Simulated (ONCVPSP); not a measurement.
## Cd, ONCV: configuration errors across variants

ONCVPSP 4.0.1 input, shortened (lines: element, Z, core and valence counts, functional; n l f; lmax; l rc ep ncon nbas qcut; lloc lpopt rc5 dvloc0; l nproj debl; icmod fcfact rcfact), LDA (Perdew-Wang 92), scalar-relativistic:

```
  Cd 48.00    6    4  -001012      upf
    1    0    2.00
    2    0    2.00
    2    1    6.00
    3    0    2.00
    3    1    6.00
    3    2   10.00
    4    0    2.00
    4    1    6.00
    4    2   10.00
    5    0    2.00
    3
    0    1.20    0.00    3    7    9.30
    1    0.95    0.00    3    6    6.90
    2    1.45    0.00    4    8   11.80
    3    1.45    0.24    4    8    7.90
    4    5    0.70    0.00
    0    2    1.30
    1    2    2.90
    2    2    2.70
    3    2    3.30
    0    0.00    0.00
```

All-electron excitation energies from the reference (eV): (1) 4s2 4p6 4d10 5s1 9.622; (2) 4s2 4p6 4d10 5s0 27.136; (3) 4s2 4p6 4d9 5s0 65.397; (4) 4s2 4p6 4d8 5s0 119.683.

2 further variants failed, have other tests or too few solved ones, and are left out.

A true bound ghost makes a file unfit for plane-wave use even where its test errors are small: the radial tests pick states by their node count and pass the ghost by.

Errors AE − PS in meV (a dash: test not solved or not reliable):

| change | (1) | (2) | (3) | (4) | bound ghosts | GHOST(+) flags above zero |
| --- | --- | --- | --- | --- | --- | --- |
| base | -1.2 | -3.7 | -9.0 | -11 | s | none |
| f: qcut 7 | -1.2 | -3.7 | -9.0 | -11 | s | f |
| f: qcut 8.1 | -1.2 | -3.7 | -9.0 | -11 | s | none |
| f: qcut 10.5 | -1.2 | -3.7 | -9.0 | -11 | s | none |
| f: qcut 11.4 | -1.2 | -3.7 | -9.0 | -11 | s | none |

(1) Give the same row for: f: qcut 9.1.

Answers

(1) -1.2, -3.7, -9.0, -11; bound ghosts: s; GHOST(+) flags above zero: none.
